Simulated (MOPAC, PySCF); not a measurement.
H5InN2, SMILES `[NH2][InH][NH2]`, neutral singlet in the gas phase. 

Z-matrix (Å, degrees):
```
In
H 1 1.6968
N 1 2.0095 2 123.55
H 3 1.0058 1 122.43 2 -14.09
H 3 1.0062 4 110.85 1 156.87
N 1 2.0096 2 123.55 3 -179.98
H 6 1.0058 1 122.39 2 -14.31
H 6 1.0062 7 110.84 1 156.69
```
Charge 0, multiplicity 1.

All levels are single points at this geometry (CAM-B3LYP-D3(BJ)/def2-TZVP); Pople sets use spherical d functions. Orbital energies aren't observables, and empty levels follow the basis.

| level | HOMO (eV) | LUMO (eV) | gap (eV) | dipole (D) | vertical IE, Delta-SCF (eV) |
|---|---|---|---|---|---|
| CAM-B3LYP-D3(BJ)/def2-TZVP in PySCF | -7.98 | 0.38 | 8.36 | 0.24 | 8.83 |
| PBE-D3(BJ)/def2-TZVP in PySCF | -5.19 | -1.03 | 4.16 | 0.45 | 8.25 |
| B3LYP/6-311+G** (LANL2DZ on In) in PySCF | -6.35 | -0.57 | 5.79 | 0.09 | – |
| B3LYP/LANL2DZ in PySCF | -5.96 | -0.29 | 5.67 | 0.31 | – |
| BP86/6-31G* (LANL2DZ on In) in PySCF | -4.83 | -0.76 | 4.07 | 0.68 | – |
| M06-2X/6-31G* (LANL2DZ on In) in PySCF | -7.52 | 0.46 | 7.98 | 0.36 | – |
| PBE/6-31G* (LANL2DZ on In) in PySCF | -4.73 | -0.72 | 4.01 | 0.68 | – |
| SVWN5/6-31G* (LANL2DZ on In) in PySCF | -4.82 | -0.80 | 4.03 | 0.71 | – |
| HF/6-31G* (LANL2DZ on In) in PySCF | -9.68 | 2.20 | 11.88 | 0.01 | – |
| AM1 in MOPAC | -9.06 | -0.13 | 8.93 | 0.02 | – |
| PM3 in MOPAC | -9.18 | -1.80 | 7.38 | 2.07 | – |
| PM6 in MOPAC | -8.89 | 1.70 | 10.60 | 0.83 | – |
| PM7 in MOPAC | -8.57 | 0.94 | 9.51 | 0.77 | – |
